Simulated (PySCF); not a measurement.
All values below come from PBE0-D4/def2-TZVP (PySCF). Gas-phase values, no solvent. One relaxed conformer stands for a flexible species; it need not be the lowest. Excitations are Tamm–Dancoff values on a coarser integration grid. The basis has no diffuse functions, so Rydberg states are missing or too high.

Reference species (SMILES): `[NH2][Ga]([NH2])[F]` (neutral, multiplicity 1).

```yaml
S1 excitation (TDA): 5.58 eV
S1 oscillator strength: 0.012
```

Changed species: `[Ga]([NH2])([NH2])[NH2]` (3 of 3 F replaced by NH2; the reference has 2 of 3 F replaced by NH2).

Question: Predict the effect on the S1 excitation (TDA) and S1 oscillator strength.

Answer: the S1 excitation (TDA) hardly moves; the S1 oscillator strength stays essentially unchanged.
